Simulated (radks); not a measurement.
Values are calculated unless marked as measured or tabulated.
Question: These are the eigenvalues of the occupied orbitals of an atom or ion with whole-number occupations (hartree). Code: a radial shooting solver on a logarithmic mesh with Libxc functionals. Model: scalar-relativistic Kohn-Sham, r2SCAN, spin-polarised, spherical densities, finite nucleus; meta-GGA in the generalised Kohn-Sham scheme; Fermi nuclear charge, rms radius of each element as measured or else 0.836 A^(1/3) + 0.57 fm.

1s up: -664.3366
1s down: -664.3242
2s up: -99.11052
2s down: -99.03114
2p up: -89.14084
2p down: -89.07506
3s up: -22.39451
3s down: -22.29260
3p up: -19.10178
3p down: -18.99419
3d up: -13.76067
3d down: -13.63726
4s up: -7.89954
4s down: -7.76439
4p up: -6.87342

Which element is it, and in what charge state? The configuration may be excited. Open shells, if any, are filled with parallel spins first.

Answer: Z = 40, zirconium, charge +10: Zr10+ in [Ar] 3d9 4s2 4p1. The list shows which subshells hold electrons but not how many an open one holds; the 1s level, -664.34 hartree, gives Z - s = 36.5 by -(Z - s)^2/2, which with screening and relativity narrows Z to a few neighbours, and the depths of the outer levels then fix element, charge and occupations together.
